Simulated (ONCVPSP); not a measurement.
# Plane-wave convergence, ONCV potential for hafnium (Hf)

hafnium (Hf), optimised norm-conserving Vanderbilt (ONCV), made with ONCVPSP 4.0.1 (Wu-Cohen, scalar-relativistic). Core [Xe] 4f14, reference 5d2 6s1.5 6p0.5. Waves: 6s: rc 2.70 bohr, ncon 4, nbas 8, qcut 1.9 1/bohr, 3 projectors, debl 3.2 Ha; 6p: rc 2.85 bohr, ncon 4, nbas 7, qcut 2.6 1/bohr, 2 projectors, debl 0.5 Ha; 5d: rc 1.95 bohr, ncon 3, nbas 8, qcut 5.2 1/bohr, 2 projectors, debl 2.4 Ha. Local part: polynomial inside 1.20 bohr (lpopt 5, dvloc0 1 Ha). Core correction: polynomial model core, fcfact 0.7.

Task: For each optimised wave give the share of its norm inside rc, the residual kinetic energy above qcut (Ha) and the cutoffs (Ha) for errors of 10, 1, 0.1 and 0.01 mHa per electron.

Result:

```tsv
wave	norm inside rc	residual KE	10 mHa	1 mHa	0.1 mHa	0.01 mHa
6s	0.303	6.3e-03	1.5	5.7	20.4	24.4
s projector 2	0.139	5.5e-01	9.7	26.9	31.9	35.2
s projector 3	0.130	1.2e+00	18.0	40.7	47.7	67.2
6p	0.106	7.0e-04	0.4	1.8	15.7	19.8
p projector 2	0.198	7.7e-03	3.0	7.8	23.4	27.8
5d	0.408	9.7e-05	8.3	11.0	13.9	55.6
d projector 2	0.121	8.7e-04	10.3	13.3	21.1	51.0
```

The occupied waves need 11 Ha and 20 Ha for 1 and 0.1 mHa. The cutoffs count occupied waves only; projector 3 of the s channel, the hardest unoccupied one, needs 41 Ha at the loose tolerance. Note: ghosts flagged at negative energy: s at -22.9 eV, p at -27.9 eV; GHOST(+) flagged for s at 216.5 eV. A true bound ghost makes a file unfit for plane-wave use.
